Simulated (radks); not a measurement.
Question: These are the eigenvalues of the occupied orbitals of an atom or ion with whole-number occupations (hartree). Method: non-relativistic Kohn-Sham, PBE, spin-polarised, spherical densities, point nucleus; computed with a radial shooting solver on a logarithmic mesh with Libxc functionals.

| orbital | eigenvalue |
|---|---|
| 1s up | -1649.370 |
| 1s down | -1649.366 |
| 2s up | -328.8584 |
| 2s down | -328.4881 |
| 2p up | -316.9960 |
| 2p down | -316.7318 |
| 3s up | -124.0423 |
| 3s down | -123.7137 |
| 3p up | -119.3726 |
| 3p down | -119.0081 |
| 3d up | -111.7079 |

Which element is it, and in what charge state? The configuration may be excited. Open shells, if any, are filled with parallel spins first.

Answer: Z = 61, promethium, charge +41: Pm41+ in [Ar] 3d2. The list shows which subshells hold electrons but not how many an open one holds; the 1s level, -1649.4 hartree, gives Z - s = 57.4 by -(Z - s)^2/2, which with screening narrows Z to a few neighbours, and the depths of the outer levels then fix element, charge and occupations together.
